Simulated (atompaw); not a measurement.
LDA (PW92) PAW (atompaw) dataset for Bi, scalar-relativistic all-electron reference.

The input file (atompaw 4.2.0.5):

```
Bi 83
LDA-PW scalarrelativistic loggrid 2001 logderivrange -4 5 226
6 6 5 4 0 0
6 1 3
0 0 0
c
c
c
c
c
v
c
c
c
c
v
c
c
v
c
2
1.90 1.45 1.55 1.00
y
-0.75
n
y
2.35
n
y
1.85
n
custom rrkj vanderbiltortho besselshape
3 -0.5 troulliermartins
1.90
1.90
1.90
1.90
1.90
1.90
PWSCFOUT
UPFDX 0.0125d0 UPFXMIN -7.d0 UPFZMESH 83.d0
END
```

Command:

```bash
atompaw < Bi.input > Bi.log
```

Output (summary file):

```
Completed calculations for Bi (AE)

 Exchange-correlation type: LDA, Perdew-Wang correlation

 Radial integration grid is logarithmic
 r0 =   8.3003918E-05 h =   6.8893252E-03   n =      2001 rmax =   8.0000000E+01

 Scalar relativistic calculation

 AEatom converged in  49 iterations
   nz     =  83.00
   delta  =       1.648507236225E-15

 All Electron Orbital energies:
  n  l      occupancy      energy
  1  0      2.0000000E+00 -6.6603053E+03
  2  0      2.0000000E+00 -1.1967632E+03
  3  0      2.0000000E+00 -2.8885773E+02
  4  0      2.0000000E+00 -6.6243110E+01
  5  0      2.0000000E+00 -1.1614860E+01
  6  0      2.0000000E+00 -1.0847129E+00
  2  1      6.0000000E+00 -1.0239119E+03
  3  1      6.0000000E+00 -2.3949416E+02
  4  1      6.0000000E+00 -5.0069016E+01
  5  1      6.0000000E+00 -7.0529413E+00
  6  1      3.0000000E+00 -3.5048614E-01
  3  2      1.0000000E+01 -1.8989651E+02
  4  2      1.0000000E+01 -3.1596735E+01
  5  2      1.0000000E+01 -1.9983190E+00
  4  3      1.4000000E+01 -1.1241349E+01

 Total energy
   Total                    :   -43038.62236616956216

 ---
 Completed calculations for Bi (SC)

 Exchange-correlation type: LDA, Perdew-Wang correlation

 Radial integration grid is logarithmic
 r0 =   8.3003918E-05 h =   6.8893252E-03   n =      2001 rmax =   8.0000000E+01

 Scalar relativistic calculation

 SCatom converged in   4 iterations
   nz     =  83.00
   delta  =       7.520174121359E-15

 Valence Electron Orbital energies:
  n  l      occupancy      energy
   6  0      2.0000000E+00 -1.0847129E+00
   6  1      3.0000000E+00 -3.5048614E-01
   5  2      1.0000000E+01 -1.9983190E+00

 Total energy
   Total                    :   -43038.62236614983703
   Valence                  :     -883.24865906605885

 PAW parameters:
       lmax =            2
         rc =    1.9116562069202252
        irc =         1459
   rc_shape =    1.4511889782729523
    rc_vloc =    1.5546963688057651
    rc_core =    1.0003339227123900
   Vloc: Norm-conserving Troullier-Martins with l= 3;e=  -5.0000E-01
   Projector type: RRKJ pseudization + Vanderbilt ortho.
   Bessel compensation charge shape zeroed at   1.4512E+00

 Number of basis functions     6
 No.   n  nodes  l      Energy         Cp coeff         Occ
  1    6    5    0   -0.1084713E+01  0.1749356E+04  0.2000000E+01
  2  999    6    0   -0.7500000E+00  0.9073182E+03  0.0000000E+00
  3    6    4    1   -0.3504861E+00  0.6885690E+02  0.3000000E+01
  4  999    5    1    0.2350000E+01  0.6032554E+01  0.0000000E+00
  5    5    2    2   -0.1998319E+01  0.7666902E+00  0.1000000E+02
  6  999    3    2    0.1850000E+01 -0.8031730E+00  0.0000000E+00

 Eigenvalues of overlap operator (in the basis of projectors):
    1        4.47338481E-01
    2        1.08037539E+00
    3        1.46216427E+00
    4        1.57093847E+03
    5        1.68485606E+03
    6        7.63712528E+03

 Orbital leakage outside PAW augmentation regions
   orb  is_core?  %out_of_sphere
   1 0    T           0.00
   2 0    T           0.00
   3 0    T           0.00
   4 0    T           0.00
   5 0    T           0.14
   6 0    F          60.19
   2 1    T           0.00
   3 1    T          -0.00
   4 1    T           0.00
   5 1    T           0.81
   6 1    F          86.15
   3 2    T           0.00
   4 2    T           0.00
   5 2    F           8.79
   4 3    T           0.00

 Summary of PAW energies
   Total valence energy     :   -883.24871629926929
   Smooth energy            :    111.50726806215661
   One center               :   -994.75598436142593
   Smooth kinetic           :     41.57361414671804
   Vloc energy              :      0.77848988457898
   Smooth exch-corr         :    -42.17473955500543
   One-center xc            :   -724.10692715995469
```

Note: ghost states, extra bound levels that the all-electron valence spectrum of the same l lacks: s at -174.8 eV, p at -79.8 eV. A true bound ghost makes a file unfit for plane-wave use.

The run took about 15 s on one core of a shared server CPU.
